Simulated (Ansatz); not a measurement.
# Ligand exchange: C4H9Br + AuSH → C4H10S + AuBr

Species: C4H9Br (2-bromo-2-methylpropane) `CC(C)(C)Br`, singlet; AuSH `[SH][Au]`, singlet; C4H10S (2-methyl-2-propanethiol) `CC(C)(C)S`, singlet; AuBr (bromogold), singlet. The partners trade Br for SH: C–Br and Au–SH bonds give way to C–SH and Au–Br.

Shapes, held fixed at every level: PBE0-D4/def2-TZVP. Flexible molecules stand in one conformer, not always the lowest. Programs: Ansatz 0.2.0. The zero-point and thermal change to 298 K, harmonic and unscaled (PBE0-D4/def2-TZVP), is +2.4 kJ/mol.

Question: Estimate ΔH(298 K) of this reaction.

Answer: The highest level, CCSD(T)/def2-TZVPP, gives ΔH(298 K) = -3.3 kJ/mol; the levels span -19.2 to +3.2. That is about zero within the method's error. They disagree on the sign: 1 of 8 are positive. The column of differences is taken from that level and isn't an error. No measured value is set beside it here. T1 is large for AuSH, so single-reference values are less sure there. For atoms past krypton def2 sets carry core potentials with scalar relativity. Relativity is left out for Br unless named. Correlated rows may include outer-core shells of Au, Br, which these sets cover unevenly.

```json
{"level": "PBE-D4/def2-TZVPP", "kind": "GGA", "ΔH(298 K) (kJ/mol)": "+3.2", "less CCSD(T)/def2-TZVPP": "+6.5"}
{"level": "B3LYP-D4/def2-TZVPP", "kind": "global hybrid", "ΔH(298 K) (kJ/mol)": "-5.5", "less CCSD(T)/def2-TZVPP": "-2.2"}
{"level": "PBE0-D4/def2-TZVPP", "kind": "global hybrid", "ΔH(298 K) (kJ/mol)": "-7.7", "less CCSD(T)/def2-TZVPP": "-4.4"}
{"level": "B2PLYP/def2-TZVPP", "kind": "double hybrid", "ΔH(298 K) (kJ/mol)": "-2.5", "less CCSD(T)/def2-TZVPP": "+0.8"}
{"level": "MP2/def2-SVP", "kind": "perturbation theory", "ΔH(298 K) (kJ/mol)": "-8.6", "less CCSD(T)/def2-TZVPP": "-5.3"}
{"level": "CCSD/def2-SVP", "kind": "coupled cluster or CI", "ΔH(298 K) (kJ/mol)": "-19.2", "less CCSD(T)/def2-TZVPP": "-15.9"}
{"level": "CCSD/def2-TZVPP", "kind": "coupled cluster or CI", "ΔH(298 K) (kJ/mol)": "-8.5", "less CCSD(T)/def2-TZVPP": "-5.2"}
{"level": "CCSD(T)/def2-TZVPP", "kind": "coupled cluster or CI", "ΔH(298 K) (kJ/mol)": "-3.3", "less CCSD(T)/def2-TZVPP": "0.0"}
```
